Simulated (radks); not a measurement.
The numbers below are computed, except where a source is named.
Question: Ionisation of Ag, [Kr] 4d10 5s1, to Ag+, [Kr] 4d10, under several functionals. Dirac Kohn-Sham, spin-unpolarised, spherical densities, finite nucleus; a radial shooting solver on a logarithmic mesh with Libxc functionals. Known Delta-SCF values: OLYP 7.436 eV; PBE 7.759 eV; AM05 7.706 eV. What does LDA (Slater exchange, VWN5 correlation) give, and what is its highest occupied eigenvalue?

Answer: 8.096 eV by Delta-SCF; the 5s1/2 eigenvalue is -4.713 eV. NIST: 7.576 eV (measured).

Beside tabulated values, note that spin-unpolarised runs miss the spin-polarisation part of the exchange energy of open shells.
